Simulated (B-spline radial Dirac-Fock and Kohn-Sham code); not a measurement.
**Subshell cross sections of K⁺, photon energy 150 eV**

System: K⁺, configuration [Ne] 3s2 3p6.

These are calculated numbers from a radial B-spline solver; the model is independent-particle photoionisation in a Dirac-Hartree-Slater potential with a Latter tail, all multipoles, thresholds from Dirac-Fock ΔSCF. The asymmetry parameter β is from the dipole term alone. Kinetic energies are from the vacuum level.

| subshell | electrons | binding (eV) | kinetic (eV) | σ (kb) | β |
| --- | --- | --- | --- | --- | --- |
| 3s | 2 | 52.40 | 97.60 | 237 | 2.00 |
| 3p1/2 | 2 | 30.80 | 119.2 | 282 | 1.51 |
| 3p3/2 | 4 | 30.53 | 119.5 | ? | ? |

Q: What are σ and β for 3p3/2?

A: σ = 566 kb, the largest of all subshells and 52 % of the total, and β = 1.51.

At such low photon energies correlation between channels can change these cross sections by tens of per cent.
